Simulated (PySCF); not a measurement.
NMR data sheet: C3H12FPSi3

| Quantity | Value |
| --- | --- |
| Formula | C3H12FPSi3 |
| SMILES | F[C@@H]1[SiH2]C[SiH2]C[Si@H]1P |
| InChI | InChI=1S/C3H12FPSi3/c4-3-7-1-6-2-8(3)5/h3,8H,1-2,5-7H2/t3-,8-/m1/s1 |
| Point group of the computed structure | C1 |
| Carbon signals | 3 |
| Proton signals | 11 |

Bonds (- single, = double, # triple, : aromatic): F1-C2, C2-Si3, Si3-C4, C4-Si5, Si5-C6, C6-Si7, Si7-P8, Si7-C2. C2 carries H9; Si3 carries H10, H11; C4 carries H12, H13; Si5 carries H14, H15; C6 carries H16, H17; Si7 carries H18; P8 carries H19, H20. Stereochemistry as in F[C@@H]1[SiH2]C[SiH2]C[Si@H]1P. H11, H12, H15, H16 are cis to F1 on the ring; H10, H13, H14, H17 are trans to F1 on the ring.

- GIAO PBE0/pcSseg-1 shieldings
- coordinates at the GFN2-xTB level
- program: PySCF 2.14
- one averaged value for each set of equivalent atoms, a single conformation, no solvent, relativity neglected

Chemical shifts δ = σref − σ; ¹H (31.72 ppm), ¹³C (186.93 ppm), ²⁹Si (349.16 ppm) vs TMS; ¹⁹F (170.95 ppm) vs CFCl3; H3PO4 for ³¹P (318.38 ppm), all at this level.

| carbon | δC, type | δH (multiplicity) | HMBC from (2–3 bonds) | span of the C tensor (ppm) |
| --- | --- | --- | --- | --- |
| C2 | 83.0, CH | 4.95 (m) | H18, H10, H11, H19/H20, H16, H17, H12, H13 | 137 |
| C4 | -9.5, CH2 | H12 -0.19 (m); H13 -0.20 (m) | H9, H10, H14, H11, H15, H16, H17 | 19 |
| C6 | -4.0, CH2 | H16 -0.08 (m); H17 -0.11 (m) | H18, H9, H14, H15, H19/H20, H12, H13 | 9 |

Other nuclei:
```
  atoms  nucleus                                                   environment  δ (ppm)  σ (ppm)
    H18       ¹H  hydrogen on a silicon bonded to 2 C, P, in a 6-membered ring     5.16    26.56
    H10       ¹H     hydrogen on a silicon bonded to 2 C, in a 6-membered ring     4.79    26.92
    H14       ¹H     hydrogen on a silicon bonded to 2 C, in a 6-membered ring     4.63    27.08
    H11       ¹H     hydrogen on a silicon bonded to 2 C, in a 6-membered ring     4.43    27.29
    H15       ¹H     hydrogen on a silicon bonded to 2 C, in a 6-membered ring     4.33    27.38
H19/H20       ¹H                         hydrogen on a phosphorus bonded to Si     1.36    30.36
     F1      ¹⁹F                                     fluorine on an sp3 carbon   -301.4    472.4
     P8      ³¹P                                  phosphorus bonded to Si, 2 H   -299.9    618.3
    Si7     ²⁹Si             silicon bonded to 2 C, P, H, in a 6-membered ring    -17.6    366.8
    Si3     ²⁹Si              silicon bonded to 2 C, 2 H, in a 6-membered ring    -43.9    393.1
    Si5     ²⁹Si              silicon bonded to 2 C, 2 H, in a 6-membered ring    -44.6    393.8
```

δC 83.0: sp3 CH bonded to F and 2 Si; pulled downfield by the heteroatom. δC -4.0, -9.5: sp3 CH2 bonded to 2 Si; an electropositive neighbour leaves it electron-rich and shielded. δH 4.95: hydrogen on an sp3 CH bonded to F and 2 Si; its carbon carries F, an electronegative neighbour. δH 1.36: hydrogen on a phosphorus bonded to Si. δH -0.08, -0.11, -0.19, -0.20: hydrogen on an sp3 CH2 bonded to 2 Si; an electropositive neighbour shields it, as in TMS itself.

Splittings by ¹⁹F and ³¹P in the carbon and heteronuclear signals aren't shown, as no couplings were computed. Shifts are as computed. Against solution values, carbons near 30 ppm lie about +3 ppm off and those near 130 ppm about +5 ppm. Of 1211 compounds with measured shifts, 218 miss one by over three times the rms of a fit or turn the order of signals round; such compounds aren't used in these exercises. Unscaled 19F shifts against computed CFCl3 carry errors that often reach 10 to 50 ppm. Experimental scales use liquid or dissolved standards, which lie at an offset from isolated H3PO4. No couplings were computed; multiplicities are counted from neighbouring protons, with m where these are inequivalent, close in shift, in a saturated or five-membered ring or joined by F or P, and br s for small geminal =CH2 splittings.
